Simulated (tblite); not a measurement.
Record of a relaxation.

C6H6F3PSe.
Numbering: `[F:1][C:2]([F:3])=[C:4]([F:5])[P@:6]1(=[Se:7])[CH:8]=[CH:9][CH2:10][CH2:11]1` (hydrogens: H12 on C8; H13 on C9; H14, H15 on C10; H16, H17 on C11)

Computed with GFN2-xTB (tblite), gas phase: L-BFGS steps from a force-field or distance-geometry start until the largest atomic force falls under 0.01 eV/Å. 8 of its 77 geometries are shown.

Step 0: E = -971.6704 eV, largest atomic force 10.888 eV/Å
```
atom  x, y, z in Å  |  force x, y, z in eV/Å
F1      2.568    0.213   -1.611    0.453   0.648   1.623
C2      2.643    0.468   -0.286    1.116   0.574   0.375
F3      3.732    1.173    0.175   -1.140  -0.886  -1.352
C4      1.728    0.042    0.584    0.535   0.873   1.106
F5      1.865    0.307    1.921   -0.088  -0.170  -0.990
P6      0.355   -0.889   -0.078   -3.133   6.705   2.634
Se7     0.924   -2.420   -0.964    3.304  -9.358  -4.480
C8     -0.371    0.196   -1.321    0.754   0.541  -0.358
C9     -1.458    0.750   -0.842   -0.639   1.032  -1.329
C10    -1.785    0.374    0.525   -2.764   2.266   1.872
C11    -1.119   -0.844    0.995    0.851  -1.521   0.899
H12     0.019    0.345   -2.322    0.058  -0.206   0.251
H13    -2.076    1.456   -1.437    0.279  -0.620   0.679
H14    -2.892    0.237    0.585    0.413   0.226   0.157
H15    -1.550    1.229    1.226   -0.229  -0.463  -0.608
H16    -1.732   -1.742    0.764    0.489   0.221   0.048
H17    -0.857   -0.881    2.075   -0.257   0.137  -0.528
```

Step 11: E = -973.3015 eV, largest atomic force 0.307 eV/Å
```
atom  x, y, z in Å  |  force x, y, z in eV/Å
F1      2.595    0.284   -1.519    0.060   0.040  -0.003
C2      2.696    0.496   -0.215   -0.032  -0.028   0.022
F3      3.787    1.175    0.079   -0.012   0.000   0.024
C4      1.736    0.063    0.594   -0.122  -0.031  -0.034
F5      1.777    0.266    1.916   -0.045  -0.072  -0.013
P6      0.376   -0.937   -0.181   -0.228   0.205   0.000
Se7     1.000   -2.751   -0.969    0.031  -0.151   0.113
C8     -0.383    0.230   -1.331    0.023   0.116  -0.070
C9     -1.490    0.775   -0.843   -0.030  -0.012  -0.011
C10    -1.865    0.427    0.561   -0.002  -0.028   0.059
C11    -1.089   -0.831    0.962    0.124  -0.009   0.029
H12     0.023    0.377   -2.315   -0.021   0.026  -0.117
H13    -2.119    1.460   -1.389    0.044   0.032  -0.028
H14    -2.940    0.286    0.659   -0.090  -0.140  -0.068
H15    -1.622    1.270    1.213    0.157   0.046   0.024
H16    -1.672   -1.734    0.753    0.033   0.021  -0.016
H17    -0.818   -0.845    2.014    0.110  -0.013   0.089
```

Step 22: E = -973.3449 eV, largest atomic force 0.120 eV/Å
```
atom  x, y, z in Å  |  force x, y, z in eV/Å
F1      2.618    0.322   -1.517    0.016   0.041   0.005
C2      2.687    0.499   -0.204    0.010   0.004   0.012
F3      3.774    1.160    0.136    0.023   0.008   0.019
C4      1.697    0.061    0.563    0.003  -0.024  -0.013
F5      1.704    0.195    1.894    0.005   0.014   0.007
P6      0.361   -0.928   -0.232   -0.090  -0.068   0.040
Se7     0.986   -2.819   -0.828    0.012   0.023  -0.027
C8     -0.404    0.251   -1.377   -0.020  -0.006  -0.021
C9     -1.498    0.789   -0.851   -0.015  -0.005   0.038
C10    -1.850    0.426    0.560   -0.001  -0.034   0.020
C11    -1.050   -0.821    0.951   -0.010   0.010   0.006
H12    -0.025    0.424   -2.368   -0.001  -0.022  -0.046
H13    -2.126    1.495   -1.375    0.033  -0.004   0.016
H14    -2.922    0.247    0.659   -0.002   0.028  -0.014
H15    -1.601    1.273    1.207    0.001  -0.037  -0.017
H16    -1.633   -1.732    0.776    0.012   0.038   0.016
H17    -0.725   -0.830    1.993    0.023   0.036  -0.041
```

Step 33: E = -973.3513 eV, largest atomic force 0.045 eV/Å
```
atom  x, y, z in Å  |  force x, y, z in eV/Å
F1      2.645    0.374   -1.518    0.001  -0.001   0.029
C2      2.688    0.504   -0.199   -0.010   0.014   0.025
F3      3.769    1.152    0.187    0.002   0.008  -0.006
C4      1.687    0.052    0.546   -0.018  -0.017  -0.017
F5      1.688    0.175    1.881    0.008  -0.019  -0.025
P6      0.349   -0.946   -0.243   -0.018  -0.004  -0.026
Se7     0.995   -2.827   -0.847   -0.010   0.024  -0.007
C8     -0.421    0.230   -1.391   -0.003  -0.015  -0.013
C9     -1.498    0.789   -0.851    0.035   0.003   0.003
C10    -1.849    0.425    0.558    0.008   0.020  -0.009
C11    -1.046   -0.820    0.955   -0.033   0.024   0.020
H12    -0.055    0.388   -2.391    0.005  -0.002   0.000
H13    -2.109    1.518   -1.364    0.001  -0.034   0.009
H14    -2.925    0.255    0.649    0.036  -0.013   0.024
H15    -1.596    1.268    1.208   -0.019   0.012  -0.008
H16    -1.639   -1.730    0.825    0.018  -0.005  -0.008
H17    -0.688   -0.796    1.985   -0.004   0.004   0.009
```

Step 43: E = -973.3528 eV, largest atomic force 0.023 eV/Å
```
atom  x, y, z in Å  |  force x, y, z in eV/Å
F1      2.652    0.392   -1.514   -0.011   0.005   0.019
C2      2.684    0.509   -0.195    0.005   0.004   0.015
F3      3.761    1.158    0.205    0.007   0.011  -0.004
C4      1.683    0.044    0.541    0.003  -0.013  -0.006
F5      1.683    0.150    1.878    0.012  -0.005  -0.013
P6      0.345   -0.951   -0.248   -0.003   0.013  -0.003
Se7     0.990   -2.828   -0.865   -0.011   0.001   0.004
C8     -0.425    0.220   -1.398    0.006   0.000   0.011
C9     -1.495    0.786   -0.853   -0.001   0.003  -0.010
C10    -1.843    0.430    0.559   -0.002   0.008  -0.009
C11    -1.041   -0.812    0.961    0.003  -0.008  -0.010
H12    -0.061    0.372   -2.401   -0.011  -0.004   0.017
H13    -2.110    1.511   -1.365   -0.008  -0.004  -0.011
H14    -2.916    0.255    0.655   -0.007  -0.002  -0.002
H15    -1.599    1.279    1.204    0.019   0.008  -0.002
H16    -1.634   -1.721    0.836   -0.009  -0.015   0.008
H17    -0.681   -0.783    1.990    0.008  -0.001  -0.004
```

Step 54: E = -973.3538 eV, largest atomic force 0.017 eV/Å
```
atom  x, y, z in Å  |  force x, y, z in eV/Å
F1      2.647    0.418   -1.506   -0.013   0.011   0.004
C2      2.683    0.518   -0.184   -0.001   0.001   0.001
F3      3.753    1.175    0.220    0.002  -0.008   0.002
C4      1.690    0.029    0.547   -0.006   0.003  -0.009
F5      1.697    0.112    1.885    0.004  -0.003  -0.013
P6      0.345   -0.951   -0.251    0.003  -0.008   0.014
Se7     0.967   -2.832   -0.880    0.003   0.002   0.005
C8     -0.424    0.219   -1.401    0.004  -0.007   0.003
C9     -1.500    0.779   -0.861    0.000   0.000   0.000
C10    -1.839    0.435    0.556    0.001  -0.006   0.006
C11    -1.038   -0.807    0.962    0.014  -0.008  -0.003
H12    -0.067    0.361   -2.407    0.006   0.003  -0.001
H13    -2.123    1.491   -1.382   -0.005   0.004  -0.003
H14    -2.912    0.265    0.663   -0.010   0.002  -0.002
H15    -1.583    1.288    1.192    0.006   0.006   0.000
H16    -1.634   -1.717    0.849   -0.001   0.006  -0.004
H17    -0.670   -0.772    1.988   -0.007   0.003   0.001
```

Step 65: E = -973.3545 eV, largest atomic force 0.018 eV/Å
```
atom  x, y, z in Å  |  force x, y, z in eV/Å
F1      2.627    0.466   -1.506   -0.011  -0.006   0.007
C2      2.677    0.527   -0.183    0.006   0.002   0.001
F3      3.755    1.167    0.228    0.000   0.007   0.003
C4      1.690    0.024    0.547    0.005   0.005  -0.003
F5      1.713    0.077    1.886    0.010  -0.010  -0.007
P6      0.343   -0.954   -0.248    0.008  -0.007   0.008
Se7     0.962   -2.837   -0.875    0.006   0.002   0.005
C8     -0.423    0.212   -1.402   -0.002   0.002  -0.005
C9     -1.502    0.772   -0.868    0.004   0.007   0.006
C10    -1.836    0.439    0.553   -0.004  -0.007   0.008
C11    -1.039   -0.804    0.964   -0.002   0.000   0.003
H12    -0.061    0.353   -2.406   -0.002  -0.006  -0.017
H13    -2.128    1.478   -1.393    0.002   0.007  -0.003
H14    -2.909    0.276    0.669   -0.007   0.003   0.001
H15    -1.568    1.295    1.180   -0.008  -0.003  -0.001
H16    -1.636   -1.714    0.852   -0.003   0.012  -0.002
H17    -0.673   -0.766    1.991   -0.001  -0.006  -0.005
```

Step 76: E = -973.3551 eV, largest atomic force 0.007 eV/Å
```
atom  x, y, z in Å  |  force x, y, z in eV/Å
F1      2.602    0.512   -1.505   -0.005   0.001   0.003
C2      2.672    0.538   -0.181   -0.002   0.002  -0.001
F3      3.755    1.168    0.231   -0.004   0.003  -0.001
C4      1.694    0.017    0.549    0.004  -0.005   0.000
F5      1.741    0.027    1.889   -0.004   0.001  -0.006
P6      0.344   -0.956   -0.244    0.001   0.002  -0.001
Se7     0.968   -2.840   -0.859   -0.003  -0.005   0.000
C8     -0.425    0.203   -1.406    0.003   0.004   0.000
C9     -1.500    0.770   -0.872    0.004   0.003   0.001
C10    -1.834    0.445    0.552    0.001   0.000  -0.002
C11    -1.041   -0.800    0.964   -0.002   0.000   0.002
H12    -0.067    0.335   -2.413    0.002  -0.003  -0.001
H13    -2.125    1.474   -1.401    0.003   0.000   0.002
H14    -2.908    0.286    0.669    0.002   0.002  -0.001
H15    -1.563    1.303    1.174   -0.001  -0.005   0.002
H16    -1.643   -1.706    0.850    0.002  -0.003   0.001
H17    -0.678   -0.765    1.992   -0.002   0.002   0.004
```

**Question.** Summarise the path.

**Answer.** The energy falls by 162.54 kJ/mol from step 0 to step 76; nine tenths of that is first reached at step 5. It falls at every step. The largest force goes from 10.888 to 0.007 eV/Å. Among the bonds P6=Se7 changes most, from 1.859 to 2.078 Å; the atoms move by 0.184 Å rms after alignment.

What follows is the cost of the whole relaxation. Hardware: an Arm Neoverse V2 with one thread, shared host with 192 logical CPUs at a one-minute load of 39. Cost: 0.61 s of wall time.
